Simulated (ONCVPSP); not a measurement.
# C (Z = 6), ONCV: configuration errors across variants

```json
{
 "Element": "C",
 "Generator": "ONCVPSP 4.0.1",
 "Type": "optimised norm-conserving Vanderbilt (ONCV)",
 "Functional": "BLYP",
 "Relativity": "scalar-relativistic",
 "Frozen core": "[He]",
 "Valence charge": "4",
 "Reference configuration": "2s2 2p1.5 (charge +0.5)",
 "Partial waves": "2s: rc 1.30 bohr, ncon 4, nbas 7, qcut 5.5 1/bohr, 2 projectors, debl 1 Ha; 2p: rc 2.90 bohr, ncon 3, nbas 7, qcut 4.5 1/bohr, 3 projectors, debl 2 Ha; d scattering state at 0.02 Ha: rc 2.75 bohr, ncon 4, nbas 7, qcut 3.8 1/bohr, 2 projectors, debl 1.7 Ha",
 "Local potential": "polynomial inside 1.05 bohr (lpopt 5, dvloc0 4 Ha)",
 "Core correction": "Teter function, fcfact 4.5, rcfact 1.05"
}
```

All-electron excitation energies from the reference (eV): (1) 2s2 2p2 -3.942; (2) 2s2 2p1 6.886; (3) 2s2 2p0 31.062; (4) 2s1 2p0 79.216.

A true bound ghost makes a file unfit for plane-wave use even where its test errors are small: the radial tests pick states by their node count and pass the ghost by.

Errors AE − PS in meV (a dash: test not solved or not reliable):

| change | (1) | (2) | (3) | (4) | bound ghosts | GHOST(+) flags above zero |
| --- | --- | --- | --- | --- | --- | --- |
| base | +38 | +75 | +1091 | +2242 | none | none |
| s: qcut 7.2; p: qcut 5.9; d: qcut 5 | +21 | +45 | +691 | +1478 | none | none |
| d: rc 3.94 | +38 | +75 | +1091 | +2242 | d | none |
| core correction Teter function, fcfact 2, rcfact 1.7 | +38 | +75 | +1088 | +2207 | none | none |
| core correction Teter function, fcfact 4.5, rcfact 1.68 | +38 | +74 | +1075 | +2122 | none | none |
| p: debl 0.45 | +39 | +76 | +1091 | +2242 | none | none |

Give the same row for: p: qcut 3.2.

+72, +128, +1742, +3537; bound ghosts: none; GHOST(+) flags above zero: none.
